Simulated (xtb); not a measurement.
Se(Br)(OSiH3) (BrH3OSeSi), SMILES O([SiH3])[Se]Br. All values are semi-empirical tight-binding results from xtb (GFN2-xTB unless named), good for trends rather than for accurate numbers. Geometry: GFN2-xTB. This is a generated structure with no PubChem entry under its InChIKey; it may be hypothetical. The values are those of a single conformer.

| Item | Result |
|---|---|
| orbital gap | 2.70 eV |
| zero-point energy | 17.9 kcal/mol |
| G − E(el) at 298.15 K (modified RRHO) | -3.2 kcal/mol |
| static polarisability (D4 model) | 83.7 bohr³ |
| solvation energy, GFN2-xTB/ALPB(water) | 1.3 kcal/mol |
| solvation energy, GFN2-xTB/ALPB(toluene) | -3.5 kcal/mol |
